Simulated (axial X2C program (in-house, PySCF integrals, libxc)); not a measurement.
Low determinants of SbP at the PBE0 level, scalar-relativistic

Computed with an in-house relativistic program for diatomic molecules. Spin-free means the one-electron spin-free X2C Hamiltonian. Basis: Sb dyall-cv3z [11s12p8d4f1g], P dyall-v3z [8s7p2d1f] (cores contracted in-house); Gaussian nuclei, density fitting, unrestricted open shells. Masses: Sb 120.904 u, P 30.974 u.

Search at 2.194 Å (vertical energies from the lowest determinant):

```csv
ΔE (eV),state,electrons beyond evenly filled partner blocks,"electrons in σ, π, δ, φ"
0.00,"M_S = 0, Λ = 0",closed shell,30 28 8 0
2.23,"M_S = 1, Λ = 0","π+α, π+β, 2 × π-α",30 28 8 0
2.23,"M_S = 1, Λ = 2","2 × π+α, π+β, π-α",30 28 8 0
2.62,"M_S = 0, Λ = 2","π+α, 2 × π+β, π-α",30 28 8 0
2.68,"M_S = 1, Λ = 1","σα, π+α",29 29 8 0
2.94,"M_S = 0, Λ = 1","σα, π+β",29 29 8 0
```

Lowest determinant, M_S = 0, Λ = 0 (closed shell): Re = 2.186 Å, ωe = 543.5 cm⁻¹.

The determinant in row 2 of the search, M_S = 1, Λ = 0 (beyond evenly filled blocks: π+α, π+β, 2 × π-α), was followed along the bond at PBE0; measured from the minimum of the lowest determinant it gives:

Te = 1.928 eV (15552 cm⁻¹), Re = 2.370 Å, ωe = 412.7 cm⁻¹.

Task: Compare the bond of the determinant in row 2 with that of the lowest one.

Result: At PBE0 its Re is 0.184 Å longer and its force constant, which goes as ωe², is 0.58 times that of the lowest determinant. This determinant mixes spin states, so it has no term energy of its own.

The search compares states at one distance, so a state with another bond length can lie lower; it is not exhaustive and yields mostly the lowest determinant of each block pattern, so other components and higher states of one pattern are missing. These are energies of single determinants, not of spin-adapted states; PBE0 term energies can be off by some tenths of an eV, and the functional has no current term. Row 2 is spin-contaminated (⟨S²⟩ = 2.02 against 2.00), so its values are not those of a pure state.
